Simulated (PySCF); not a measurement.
W(O)2(NH2)2 (H4N2O2W), SMILES [NH2][W]([NH2])(=[O])=[O], multiplicity 1.

Geometry: r2SCAN-D4/def2-SVP. The multiplicity is an assumed one; no other spin state was optimised. The structure was generated by enumeration; whether it is a known compound was not checked. The def2 effective core potentials stand for the cores of W; spin–orbit coupling is left out. The values are those of a single conformer.

All values below come from TDDFT-PBE/def2-SVPD (PySCF 2.14.0).

Vertical excitations. Isolated molecule, no solvent. State labels are in the subgroup C2v.

Computed excitation energies, oscillator strengths and character:
| state | symmetry | energy (eV) | λ (nm) | f | main pairs |
|---|---|---|---|---|---|
| S1 | B2 | 4.24 | 292 | 0.002 | HOMO→LUMO 98 % |
| S2 | B1 | 4.81 | 258 | 0.000 | HOMO−1→LUMO 99 % |
| S3 | A2 | 4.95 | 251 | 0.000 | HOMO−2→LUMO 100 % |
| S4 | B1 | 5.33 | 233 | 0.119 | HOMO→LUMO+1 86 % |
| S5 | B2 | 5.34 | 232 | 0.006 | HOMO−1→LUMO+1 91 % |
| S6 | B1 | 5.64 | 220 | 0.002 | HOMO→LUMO+2 96 % |
| S7 | A1 | 5.68 | 218 | 0.002 | HOMO−2→LUMO+1 52 %, HOMO→LUMO+3 46 % |
| S8 | A2 | 5.95 | 209 | 0.000 | HOMO→LUMO+4 100 % |
| S9 | A1 | 6.03 | 205 | 0.019 | HOMO→LUMO+3 50 %, HOMO−2→LUMO+1 39 % |
| S10 | B2 | 6.09 | 204 | 0.003 | HOMO−1→LUMO+2 100 % |
| T1 | B2 | 4.07 | 305 | 0 | HOMO→LUMO 98 % |
| T2 | B1 | 4.33 | 286 | 0 | HOMO→LUMO+1 91 % |
| T3 | B1 | 4.45 | 279 | 0 | HOMO−1→LUMO 91 % |
| T4 | A2 | 4.76 | 260 | 0 | HOMO−2→LUMO 99 % |
Triplets are in the Tamm–Dancoff approximation, which puts them higher than full response would, so one can lie above its singlet here.
